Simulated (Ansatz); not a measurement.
Computed with Ansatz on PBE0-D4/def2-TZVP structures; ΔE is electronic, products minus reactants. CCSD(T)/CBS is the MP2 limit (def2-TZVPP, def2-QZVPP) plus CCSD(T) − MP2 in def2-TZVPP, frozen cores. DFT in def2-TZVPP. B3LYP here is the variant with VWN-RPA as its local correlation; programs differ in this. HSE06 is defined as in plane-wave codes. Each species was taken in one conformer, which may not be the lowest.

Reaction (redistribution): `C=NBC` + `FBN([SiH3])[SiH3]` → `C=NBF` + `CBN([SiH3])[SiH3]`

`C=NBC`:

Cartesian coordinates in Å:
```
C 1.876 -0.845 0.386
N 0.672 -0.640 0.170
B -0.647 -0.417 -0.067
C -1.225 1.029 -0.296
H 2.283 -0.855 1.403
H 2.583 -1.025 -0.430
H -1.352 -1.390 -0.093
H -1.716 1.084 -1.273
H -0.472 1.817 -0.244
H -2.002 1.242 0.444
```

`FBN([SiH3])[SiH3]`:

Z-matrix (Å, degrees):
```
Si
N 1 1.749
H 1 1.485 2 109.9
H 1 1.482 2 108.6 3 -120.4
H 1 1.485 2 109.9 3 119.1
B 2 1.409 1 121.5 3 119.9
Si 2 1.759 1 119.3 3 -60.0
F 6 1.339 2 118.6 1 -179.9
H 6 1.196 2 123.5 1 0.0
H 7 1.486 2 106.0 1 -0.0
H 7 1.482 2 110.9 1 -118.7
H 7 1.482 2 110.9 1 118.7
```

`C=NBF`:

Cartesian coordinates in Å:
```
C 1.143 -0.350 -0.538
N 0.060 -0.034 -0.029
B -1.127 0.372 0.522
F -1.889 -0.497 1.196
H 2.086 -0.273 0.017
H 1.210 -0.725 -1.566
H -1.483 1.506 0.398
```

`CBN([SiH3])[SiH3]`:

Cartesian coordinates in Å:
```
C 1.981 0.330 -1.057
B 1.109 -0.115 0.161
N -0.308 -0.086 0.250
Si -0.940 -0.644 1.789
Si -1.450 0.427 -0.969
H 1.442 0.708 -1.926
H 2.690 1.100 -0.729
H 2.606 -0.512 -1.379
H 1.683 -0.527 1.143
H -0.594 -2.068 2.021
H -2.421 -0.507 1.736
H -0.418 0.181 2.906
H -0.755 0.768 -2.232
H -2.204 1.614 -0.489
H -2.421 -0.668 -1.226
```

```json
{"level": "PBE-D4", "ΔE (kJ/mol)": "32.3", "difference from CCSD(T)/CBS": "2.5"}
{"level": "revPBE-D4", "ΔE (kJ/mol)": "30.1", "difference from CCSD(T)/CBS": "0.3"}
{"level": "BLYP-D4", "ΔE (kJ/mol)": "31.1", "difference from CCSD(T)/CBS": "1.3"}
{"level": "r2SCAN-D4", "ΔE (kJ/mol)": "34.2", "difference from CCSD(T)/CBS": "4.4"}
{"level": "B97M-V", "ΔE (kJ/mol)": "31.1", "difference from CCSD(T)/CBS": "1.3"}
{"level": "B3LYP-D4", "ΔE (kJ/mol)": "29.8", "difference from CCSD(T)/CBS": "0.0"}
{"level": "r2SCANh-D4", "ΔE (kJ/mol)": "33.1", "difference from CCSD(T)/CBS": "3.3"}
{"level": "r2SCAN0-D4", "ΔE (kJ/mol)": "31.6", "difference from CCSD(T)/CBS": "1.8"}
{"level": "BHLYP-D4", "ΔE (kJ/mol)": "28.1", "difference from CCSD(T)/CBS": "-1.7"}
{"level": "CAM-B3LYP-D4", "ΔE (kJ/mol)": "29.9", "difference from CCSD(T)/CBS": "0.1"}
{"level": "ωB97X-V", "ΔE (kJ/mol)": "29.4", "difference from CCSD(T)/CBS": "-0.4"}
{"level": "ωB97M-V", "ΔE (kJ/mol)": "29.6", "difference from CCSD(T)/CBS": "-0.2"}
{"level": "B2PLYP", "ΔE (kJ/mol)": "31.8", "difference from CCSD(T)/CBS": "2.0"}
{"level": "PBE-QIDH", "ΔE (kJ/mol)": "29.9", "difference from CCSD(T)/CBS": "0.1"}
{"level": "PBE", "ΔE (kJ/mol)": "34.5", "difference from CCSD(T)/CBS": "4.7"}
{"level": "revPBE", "ΔE (kJ/mol)": "34.8", "difference from CCSD(T)/CBS": "5.0"}
{"level": "BLYP", "ΔE (kJ/mol)": "35.3", "difference from CCSD(T)/CBS": "5.5"}
{"level": "r2SCAN", "ΔE (kJ/mol)": "35.0", "difference from CCSD(T)/CBS": "5.2"}
{"level": "PBE0", "ΔE (kJ/mol)": "31.9", "difference from CCSD(T)/CBS": "2.1"}
{"level": "B3LYP", "ΔE (kJ/mol)": "33.2", "difference from CCSD(T)/CBS": "3.4"}
{"level": "r2SCANh", "ΔE (kJ/mol)": "33.9", "difference from CCSD(T)/CBS": "4.1"}
{"level": "r2SCAN0", "ΔE (kJ/mol)": "32.5", "difference from CCSD(T)/CBS": "2.7"}
{"level": "HSE06", "ΔE (kJ/mol)": "32.1", "difference from CCSD(T)/CBS": "2.3"}
{"level": "BHLYP", "ΔE (kJ/mol)": "30.9", "difference from CCSD(T)/CBS": "1.1"}
{"level": "CAM-B3LYP", "ΔE (kJ/mol)": "32.1", "difference from CCSD(T)/CBS": "2.3"}
{"level": "LC-ωPBE", "ΔE (kJ/mol)": "30.2", "difference from CCSD(T)/CBS": "0.4"}
{"level": "RPA@PBE/def2-TZVPP", "ΔE (kJ/mol)": "28.1", "difference from CCSD(T)/CBS": "-1.7"}
{"level": "HF/def2-SVP", "ΔE (kJ/mol)": "30.5", "difference from CCSD(T)/CBS": "0.7"}
{"level": "MP2/def2-SVP", "ΔE (kJ/mol)": "32.4", "difference from CCSD(T)/CBS": "2.6"}
{"level": "CCSD/def2-SVP", "ΔE (kJ/mol)": "32.5", "difference from CCSD(T)/CBS": "2.7"}
{"level": "CCSD(T)/def2-SVP", "ΔE (kJ/mol)": "33.1", "difference from CCSD(T)/CBS": "3.3"}
{"level": "MP2/def2-TZVPP", "ΔE (kJ/mol)": "29.4", "difference from CCSD(T)/CBS": "-0.4"}
{"level": "SCS-MP2/def2-TZVPP", "ΔE (kJ/mol)": "29.0", "difference from CCSD(T)/CBS": "-0.8"}
{"level": "CCSD/def2-TZVPP", "ΔE (kJ/mol)": "29.5", "difference from CCSD(T)/CBS": "-0.3"}
{"level": "CCSD(T)/def2-TZVPP", "ΔE (kJ/mol)": "29.9", "difference from CCSD(T)/CBS": "0.1"}
{"level": "HF/def2-QZVPP", "ΔE (kJ/mol)": "28.5", "difference from CCSD(T)/CBS": "-1.3"}
{"level": "MP2/def2-QZVPP", "ΔE (kJ/mol)": "29.3", "difference from CCSD(T)/CBS": "-0.5"}
{"level": "SCS-MP2/def2-QZVPP", "ΔE (kJ/mol)": "28.9", "difference from CCSD(T)/CBS": "-0.9"}
{"level": "HF/CBS(def2)", "ΔE (kJ/mol)": "28.5", "difference from CCSD(T)/CBS": "-1.3"}
{"level": "CCSD/CBS(def2)", "ΔE (kJ/mol)": "29.4", "difference from CCSD(T)/CBS": "-0.4"}
{"level": "CCSD(T)/CBS", "ΔE (kJ/mol)": "29.8", "difference from CCSD(T)/CBS": "0"}
```

Largest T1 diagnostic among the species: 0.014.

Leaving LDA and LC-ωPBE aside and taking each functional with its dispersion term where it has one, the values spread over 6.1 kJ/mol, from BHLYP-D4 to r2SCAN-D4. The D4 term adds −3.4 kJ/mol with B3LYP and −2.0 kJ/mol with PBE0; it sums over pairs of atoms, weighted by their polarisabilities, and B3LYP, whose exchange is more repulsive, gets the larger term. From BLYP to BHLYP (50 % exact exchange), in def2-TZVPP and without D4, ΔE moves by −4.4 kJ/mol.
